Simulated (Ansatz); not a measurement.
Consider the cleavage of the Si–Ge bond: `[OH][Ge]([SiH3])([Cl])[Cl]` + `C[SiH2]O` → `C[SiH2]O[SiH3]` + `[OH][GeH]([Cl])[Cl]`.

Calculated with Ansatz (gas phase, PBE0-D4/def2-TZVP geometries, no zero-point term in ΔE). CCSD(T)/CBS is the MP2 limit (def2-TZVPP, def2-QZVPP) plus CCSD(T) − MP2 in def2-TZVPP, frozen cores. This one scheme is used for every species. DFT in def2-TZVPP. For Ge outer-core shells are correlated without core-valence functions, which leaves a few kJ/mol of doubt a bond. Scalar relativity is left out up to krypton. Each species was taken in one conformer, which may not be the lowest.

`[OH][Ge]([SiH3])([Cl])[Cl]`:

Cartesian coordinates in Å:
```
O 0.851 1.462 -1.167
Ge -0.020 -0.022 -0.795
Si -0.177 -0.324 1.559
Cl -1.958 0.081 -1.733
Cl 0.995 -1.660 -1.759
H 0.941 1.626 -2.111
H -0.921 -1.586 1.780
H -0.909 0.834 2.124
H 1.198 -0.412 2.103
```

`C[SiH2]O`:

Z-matrix (Å, degrees):
```
C
Si 1 1.863
H 1 1.093 2 111.0
H 1 1.094 2 110.2 3 119.8
H 1 1.093 2 111.5 3 -120.7
O 2 1.652 1 112.6 3 57.7
H 2 1.492 1 108.9 3 -179.5
H 2 1.483 1 110.6 3 -59.4
H 6 0.957 2 117.7 1 68.6
```

`C[SiH2]O[SiH3]`:

Z-matrix (Å, degrees):
```
C
Si 1 1.856
H 1 1.092 2 110.9
H 1 1.093 2 110.3 3 -119.8
H 1 1.092 2 110.9 3 120.4
O 2 1.640 1 109.0 3 -60.2
H 2 1.489 1 110.7 3 179.8
H 2 1.489 1 110.7 3 59.8
Si 6 1.632 2 145.8 1 179.9
H 9 1.483 6 108.3 2 -179.8
H 9 1.487 6 110.4 2 -60.0
H 9 1.487 6 110.4 2 60.4
```

`[OH][GeH]([Cl])[Cl]`:

```xyz
6

O    -0.122    1.276   -0.668
Ge   -0.073   -0.390   -0.129
Cl   -1.346   -0.635    1.570
Cl    1.907   -0.883    0.506
H     0.152    1.906    0.005
H    -0.519   -1.275   -1.283
```

Task: Is it downhill or uphill in electronic energy at CCSD(T)/CBS, and by how much? (Best estimate.)

Result: The calculation gave: Downhill: ΔE = -80.5 kJ/mol.

Task: What do these levels give: B97M-V, B2PLYP, r2SCAN0, CCSD/def2-SVP, CCSD(T)/def2-TZVPP, HF/CBS(def2)? (Best estimate.)

Result: Computed: B97M-V -85.5, B2PLYP -84.6, r2SCAN0 -81.1, CCSD/def2-SVP -87.5, CCSD(T)/def2-TZVPP -82.6, HF/CBS(def2) -114.3 kJ/mol.

Largest T1 diagnostic among the species: 0.011.

From r2SCAN to r2SCAN0 (25 % exact exchange), in def2-TZVPP and without D4, ΔE moves by −4.4 kJ/mol. In def2-TZVPP, CCSD(T) changes the Hartree–Fock value by +28.2 kJ/mol (the triples alone add +4.1 kJ/mol) and MP2 by +24.9 kJ/mol.
